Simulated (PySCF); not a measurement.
**Indirect couplings**

Geometry (Å), atoms numbered from 1 in this order:
```xyz
20

C     2.0279    1.1316    0.4062
C     1.3374   -0.2052    0.1957
C     0.2229   -0.1890   -0.8486
C    -0.3336   -1.5831   -1.0732
F     0.8073    0.2057   -2.0577
C    -0.8720    0.8394   -0.5694
C    -1.6154    0.6694    0.7449
H     2.3821    1.5354   -0.5535
H     1.3586    1.8785    0.8601
H     2.8975    1.0239    1.0712
H     0.9249   -0.5842    1.1452
H     2.0749   -0.9546   -0.1359
H    -0.7869   -1.9856   -0.1562
H     0.4725   -2.2630   -1.3851
H    -1.0981   -1.5671   -1.8638
H    -0.4095    1.8379   -0.6164
H    -1.5777    0.7968   -1.4152
H    -2.1102   -0.3114    0.8165
H    -2.3974    1.4359    0.8494
H    -0.9451    0.7681    1.6128
```

Couplings: B3LYP/pcJ-1 (spin–dipole term only in couplings to heteroatoms) in PySCF 2.14.0 with density-fitted response routines, geometry PBE0-D3(BJ)/def2-SVP; gas phase, one conformer, non-relativistic. Couplings are averaged over pairs made equivalent by symmetry, fast rotation or ring inversion, so a value needn't be that of the named pair in this geometry, while other rotamers aren't included; one pair stands for each set, and the list holds a selection of those of at least 0.8 Hz over up to four bonds. One-bond C–F couplings come out tens of Hz too large with common functionals.

Isotopes: $^{13}$C, $^{19}$F, $^{1}$H.

| pair | bonds | J (Hz) |
| --- | --- | --- |
| C1, C2 | 1 | ? |
| C1, H8 | 1 | 132.4 |
| C2, C3 | 1 | 40.3 |
| C2, H11 | 1 | 130.7 |
| C2, H12 | 1 | 132.9 |
| C3, C4 | 1 | ? |
| C3, F5 | 1 | -216.7 |
| C4, H13 | 1 | 132.9 |
| C2, C6 | 2 | 2.1 |
| C2, H8 | 2 | -3.6 |
| C3, H11 | 2 | -2.3 |
| C3, H12 | 2 | ? |
| C3, H13 | 2 | ? |
| C4, F5 | 2 | ? |
| H11, H12 | 2 | ? |
| H13, H14 | 2 | -13.9 |
| C1, F5 | 3 | ? |
| C1, C6 | 3 | 1.4 |
| C2, H16 | 3 | 3.7 |
| C3, H8 | 3 | 4.9 |
| C4, H11 | 3 | ? |
| C4, H12 | 3 | 5.0 |
| F5, H12 | 3 | 9.6 |
| F5, H13 | 3 | 21.3 |
| H8, H12 | 3 | 8.4 |
| H17, H18 | 3 | 8.8 |

Task: Estimate the withheld couplings, with signs.

Result: 
- $^{1}J$(C1,C2) = 37.1 Hz (bond length 1.519 Å)
- $^{1}J$(C3,C4) = 42.3 Hz (bond length 1.518 Å)
- $^{2}J$(C3,H12) = -6.4 Hz (angle at C2 107°)
- $^{2}J$(C3,H13) = -3.2 Hz (mean over equivalent pairs that range from -5.8 to 1.5 Hz in this conformer)
- $^{2}J$(C4,F5) = 24.5 Hz (angle at C3 107°)
- $^{2}J$(H11,H12) = -15.5 Hz (angle at C2 106°)
- $^{3}J$(C1,F5) = 7.6 Hz (mean over equivalent pairs that range from 3.4 to 11.9 Hz in this conformer)
- $^{3}J$(C4,H11) = 2.3 Hz (mean over equivalent pairs that range from 1.0 to 3.7 Hz in this conformer)
